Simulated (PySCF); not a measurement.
How methods differ on the ionisation energy of Rh

Rh [Kr] 4d8 5s1 (4F) → Rh⁺ [Kr] 4d8 (3F), as a difference of total energies. Calculation: PySCF 2.14, in ANO-RCC-VDZP (6s5p3d1f, 43 functions); the spin-free X2C one-electron Hamiltonian (Gaussian nucleus). Correlated levels: valence: [Kr] frozen. The calculations carry no spin-orbit coupling.

**Question.** Order these methods by the ionisation energy they give, lowest first.
A. SCS-MP2 (valence)
B. UHF
C. CCSD(T) (valence)
D. CCSD (valence)

**Answer.** B (6.469 eV), A (7.020 eV), D (7.130 eV), C (7.160 eV).

A first-order spin-orbit estimate (lowest level to lowest level, LS coupling) adds -0.010 eV.

Errors of the correlated levels include the incompleteness of this basis and the frozen core.

For comparison: 7.459 eV (measured; NIST Atomic Spectra Database, ionization energies).
